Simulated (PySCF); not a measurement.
**Computed properties of C4H4ClF, SMILES C=C=C(F)CCl**

C₄H₄ClF, SMILES C=C=C(F)CCl. Geometry optimised at B3LYP-D3(BJ)/def2-SVP. This is a generated structure with no PubChem entry under its InChIKey; it may be hypothetical. Other conformers were not sampled. All values are computed for the isolated molecule unless a solvent is named; none is compared with measurement here.

**Structure.** All 24 harmonic modes at B3LYP-D3(BJ)/def2-SVP (PySCF) are real, so it is a minimum. With heavy atoms numbered as in [CH2:1]=[C:2]=[C:3]([F:4])[CH2:5][Cl:6], the shortest bond between them is C1–C2 at 1.308 Å and the longest C5–Cl6 at 1.815 Å.

**Vibrations.** The strongest infrared lines (harmonic, unscaled, degenerate partners summed) lie at 1284 cm⁻¹ (140 km/mol, C 52 %, H 41 %), 728 cm⁻¹ (45 km/mol, C 74 %, Cl 15 %, H 10 %), 1233 cm⁻¹ (40 km/mol, H 51 %, C 44 %). The softest mode is at 67 cm⁻¹ and the zero-point energy is 42.6 kcal/mol.

**Electronic structure.** CAM-B3LYP/def2-TZVP (PySCF) places the frontier levels at -8.93 and 0.28 eV, a gap of 9.21 eV, and gives a dipole moment of 2.95 D and a mean polarisability of 64.0 bohr³. PBE/def2-TZVP (PySCF) at the same geometry gives -6.37 and -1.91 eV, so its gap is 4.75 eV narrower. An orbital gap is neither the optical nor the fundamental gap.

**Excitations.** TDA-CAM-B3LYP/def2-SVPD (PySCF) has S1 at 5.03 eV (246 nm, f = 0.004, weak); the most intense of the 10 singlets computed lies at 7.76 eV (f = 0.43). T1 (TDA) is at 4.26 eV, 0.77 eV under S1. TDA-PBE/def2-SVPD (PySCF) puts S1 at 4.67 eV. No vertical singlet excitation falls in the visible range (under 3.1 eV).

**NMR.** GIAO shifts at KT2/pcSseg-1 (PySCF) (non-relativistic, atoms alike by connectivity averaged): ¹³C from 54.4 to 202.8 ppm against TMS; ¹H from 4.6 to 6.1 ppm against TMS; ¹⁹F at -178.3 ppm against CFCl3. Without spin–orbit terms, shifts of atoms bonded to Cl or Br come out too high.

**Solvation.** SMD-M06-2X/def2-SVP (PySCF) gives -1.2 kcal/mol in water, -5.0 kcal/mol in diethylether, -5.6 kcal/mol in acetonitrile (1 M in both phases, gas-phase geometry); of these solvents acetonitrile holds the molecule best.
